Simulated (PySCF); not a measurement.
Energy of Ar⁺ (argon, charge +1) between two integer charges

The 3p beta orbital of [Ne] 3s2 3p5 is emptied in steps (occupation f), with all orbitals relaxed, ending at [Ne] 3s2 3p4. Computed with PySCF 2.14 in def2-SVP, with no relativity, point nucleus. The exact energy is a straight line in f; departures are measured from the line between the end points of the same method.

Task: Among UHF, LDA, PBE, PBE0, r2SCAN, LC-wPBE, BHandHLYP, wB97X, r2SCAN0, HSE06, which shows the largest delocalisation error (convex curve), and which is closest to linear?

Result: Most convex: LDA (-1.589 eV at f = 0.5); closest to linear: UHF (0.254 eV).

| f | UHF (eV) | LDA (eV) | PBE (eV) | PBE0 (eV) | r2SCAN (eV) | LC-wPBE (eV) | BHandHLYP (eV) | wB97X (eV) | r2SCAN0 (eV) | HSE06 (eV) |
| --- | --- | --- | --- | --- | --- | --- | --- | --- | --- | --- |
| 1 | 0.000 | 0.000 | 0.000 | 0.000 | 0.000 | 0.000 | 0.000 | 0.000 | 0.000 | 0.000 |
| 0.9 | 0.094 | -0.573 | -0.556 | -0.395 | -0.518 | -0.128 | -0.243 | -0.165 | -0.370 | -0.432 |
| 0.7 | 0.217 | -1.336 | -1.292 | -0.916 | -1.196 | -0.294 | -0.566 | -0.379 | -0.852 | -1.002 |
| 0.5 | 0.254 | -1.589 | -1.530 | -1.084 | -1.405 | -0.342 | -0.675 | -0.443 | -1.000 | -1.186 |
| 0.3 | 0.211 | -1.332 | -1.277 | -0.903 | -1.159 | -0.279 | -0.567 | -0.366 | -0.823 | -0.989 |
| 0.1 | 0.089 | -0.569 | -0.542 | -0.383 | -0.483 | -0.115 | -0.244 | -0.155 | -0.343 | -0.420 |
| 0 | 0.000 | 0.000 | 0.000 | 0.000 | 0.000 | 0.000 | 0.000 | 0.000 | 0.000 | 0.000 |

| method | E(f=0) − E(f=1) (eV) | −ε at f=1 (eV) | −ε at f=0.5 (eV) |
| --- | --- | --- | --- |
| UHF | 26.666 | 27.718 | 26.650 |
| LDA | 28.035 | 21.665 | 28.047 |
| PBE | 27.793 | 21.611 | 27.836 |
| PBE0 | 27.838 | 23.441 | 27.879 |
| r2SCAN | 27.942 | 22.165 | 28.050 |
| LC-wPBE | 27.951 | 26.510 | 27.997 |
| BHandHLYP | 27.770 | 25.071 | 27.768 |
| wB97X | 27.947 | 26.105 | 27.986 |
| r2SCAN0 | 27.918 | 23.791 | 28.004 |
| HSE06 | 27.839 | 23.031 | 27.879 |

Reference removal energy between the ground levels: 27.630 eV (measured; NIST Atomic Spectra Database, ionization energies). The calculation has no spin-orbit coupling. UHF lacks correlation.
